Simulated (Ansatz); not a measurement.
A run for Ansatz (a first-principles code): U-PBE/cc-pVTZ on CH6Ge (SMILES [CH3][GeH3]), a point of a bond scan (R = 1.907 Å).

Ansatz 0.2 input:
```yaml
crystal:
  periodic: [false, false, false]
  atoms:
    - {symbol: Ge, position_ang: [-0.38835125, 0.04640901, -0.00852656]}
    - {symbol: C, position_ang: [1.56306430, -0.18679033, 0.03431833]}
    - {symbol: H, position_ang: [-1.01360672, -0.86595548, -1.08094616]}
    - {symbol: H, position_ang: [-0.74620326, 1.50809990, -0.33843382]}
    - {symbol: H, position_ang: [-1.00099970, -0.31222034, 1.35876419]}
    - {symbol: H, position_ang: [2.00102850, -1.99697755, 0.44290898]}
    - {symbol: H, position_ang: [2.00262959, 0.45945623, 0.79343740]}
    - {symbol: H, position_ang: [1.99370484, 0.06745653, -0.93368027]}
basis:
  gaussian:
    orbitals: cc-pVTZ
hamiltonian:
  xc: {name: PBE}
magnetization: {spin_polarized: true, initial_magnetization: 0}
```

The log:

```
WARN ansatz: RAYON_NUM_THREADS=1 ignored (pool sized by the plan → 1); use --threads N
Functional definition: PBE
integrals: 0.06 GiB planned
881 factors; their error is unknown
mean field: 0.62 GiB planned
mean field evaluation 1: about -57629.9801 eV, gradient 4.6e1 eV
mean field evaluation 2: about -57605.2969 eV, gradient 6.7e1 eV
mean field evaluation 4: about -57640.7572 eV, gradient 6.3e0 eV
mean field evaluation 8: about -57640.9213 eV, gradient 2.8e-1 eV
mean field evaluation 16: about -57640.9119 eV, gradient 6.6e-4 eV
mean field -57640.91185471 eV, -2118.2644402474 hartree, gradient 2.7e-5 eV, S^2 0.000000; 1 other end points of the search recorded, 0 dependent functions left out
reference -57640.91189363 eV, -2118.2644416775 hartree; 22, 22 occupied and 135, 135 virtual orbitals, 881 factors
Total energy: -57640.91189363 eV, -2118.2644416775 hartree
```

Self-consistency was reached.

Cost: about 8 core-seconds (a rough figure).
